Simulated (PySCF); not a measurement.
Input file for PySCF: R-B3LYP/6-31G* on CH3Br (SMILES CBr).

```python
from pyscf import gto, scf, dft, mp
from pyscf.data.elements import chemcore

mol = gto.M(
    atom='''
    C     0.57890423    1.22414859    3.77307220
    Br   -0.07384951   -0.56563234    4.22236866
    H     0.61472648    1.29635068    2.69214979
    H     1.56595175    1.33215414    4.20866277
    H    -0.11672252    1.94196063    4.19322043
    ''',
    basis='6-31g*',
    cart=True,
    charge=0, spin=0, verbose=3, max_memory=1800)
mf = dft.RKS(mol, xc='b3lyp')
mf.conv_tol = 1e-8
mf.max_cycle = 100
mf.kernel()
if not mf.converged:
    mf = mf.newton().run(mf.mo_coeff, mf.mo_occ)
```

The log:

```
converged SCF energy = -2613.79549323513
```

The run converged.

Cost: about 1.0 core-seconds (a rough figure).
